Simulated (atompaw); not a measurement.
# u(r) = r·R(r): atom against pseudo-atom (Mn (Z = 25))

Columns: radius, all-electron u(r) and pseudo u(r) of the 4p shell (level -2.24 eV) of manganese in the configuration [Ar] 3d5 4s1 4p1; LDA (PW92), scalar-relativistic, PAW (atompaw) scheme, atompaw 4.2.0.5.

```json
{"r (bohr)": "0.106", "all-electron": "0.1040", "pseudo": "0.0009"}
{"r (bohr)": "0.212", "all-electron": "0.0885", "pseudo": "0.0038"}
{"r (bohr)": "0.317", "all-electron": "-0.0120", "pseudo": "0.0084"}
{"r (bohr)": "0.423", "all-electron": "-0.1116", "pseudo": "0.0151"}
{"r (bohr)": "0.529", "all-electron": "-0.1745", "pseudo": "0.0238"}
{"r (bohr)": "0.635", "all-electron": "-0.1969", "pseudo": "0.0347"}
{"r (bohr)": "0.740", "all-electron": "-0.1868", "pseudo": "0.0475"}
{"r (bohr)": "0.846", "all-electron": "-0.1540", "pseudo": "0.0628"}
{"r (bohr)": "0.952", "all-electron": "-0.1072", "pseudo": "0.0804"}
{"r (bohr)": "1.058", "all-electron": "-0.0530", "pseudo": "0.1004"}
{"r (bohr)": "1.163", "all-electron": "0.0036", "pseudo": "0.1225"}
{"r (bohr)": "1.269", "all-electron": "0.0607", "pseudo": "0.1471"}
{"r (bohr)": "1.375", "all-electron": "0.1158", "pseudo": "0.1739"}
{"r (bohr)": "1.481", "all-electron": "0.1677", "pseudo": "0.2026"}
{"r (bohr)": "1.587", "all-electron": "0.2159", "pseudo": "0.2328"}
{"r (bohr)": "1.692", "all-electron": "0.2595", "pseudo": "0.2638"}
{"r (bohr)": "1.798", "all-electron": "0.2993", "pseudo": "0.2957"}
{"r (bohr)": "1.904", "all-electron": "0.3350", "pseudo": "0.3273"}
{"r (bohr)": "2.010", "all-electron": "0.3667", "pseudo": "0.3580"}
{"r (bohr)": "2.115", "all-electron": "0.3942", "pseudo": "0.3866"}
{"r (bohr)": "2.221", "all-electron": "0.4185", "pseudo": "0.4129"}
{"r (bohr)": "2.327", "all-electron": "0.4394", "pseudo": "0.4361"}
{"r (bohr)": "2.433", "all-electron": "0.4572", "pseudo": "0.4557"}
{"r (bohr)": "2.538", "all-electron": "0.4719", "pseudo": "0.4715"}
{"r (bohr)": "2.644", "all-electron": "0.4841", "pseudo": "0.4840"}
{"r (bohr)": "2.750", "all-electron": "0.4938", "pseudo": "0.4938"}
```

How many radial nodes do the two functions have?

The all-electron 4p function has n − l − 1 = 2; the pseudo-wave has 0, since the states of the same l below it are removed with the core.

Is the pseudo-wave norm-conserving?

No, it belongs to a PAW set: the norm inside the radius is not constrained, and the difference is carried by the augmentation charge.
